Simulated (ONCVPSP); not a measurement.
## Transferability test, ONCV potential for neon (Ne)

```
Element                 : neon (Ne)
Generator               : ONCVPSP 4.0.1
Type                    : optimised norm-conserving Vanderbilt (ONCV)
Functional              : PBE
Relativity              : scalar-relativistic
Frozen core             : [He]
Valence charge          : 8
Reference configuration : 2s2 2p4.5 (charge +1.5)
Partial waves           : 2s: rc 0.65 bohr, ncon 4, nbas 7, qcut 10.4 1/bohr, 2 projectors, debl 0.8 Ha; 2p: rc 0.80 bohr, ncon 4, nbas 8, qcut 19.1 1/bohr, 2 projectors, debl 2.7 Ha; d scattering state at 0.34 Ha: rc 0.70 bohr, ncon 4, nbas 7, qcut 15.6 1/bohr, 2 projectors, debl 2.1 Ha
Local potential         : polynomial inside 0.55 bohr (lpopt 4, dvloc0 0 Ha)
Core correction         : Teter function, parameters optimised by the program
```

In the s channel the program set the typed energies aside and used -2.445, 0.250 Ha.

Energies are relative to the spin-unpolarised reference configuration 2s2 2p4.5; without spin polarisation the order of configurations can differ from experiment.

```csv
valence configuration,charge,ΔE all-electron (eV),error AE − PS (meV)
2s2 2p6,0,-41.290,+7.8
2s2 2p5,+1,-18.815,+2.4
2s2 2p4,+2,24.453,-0.7
2s2 2p3,+3,91.884,+12
```

Levels in the configuration 2s2 2p5:

| level | all-electron (eV) | pseudo (eV) |
| --- | --- | --- |
| 2s | -55.650 | -55.653 |
| 2p | -32.275 | -32.279 |
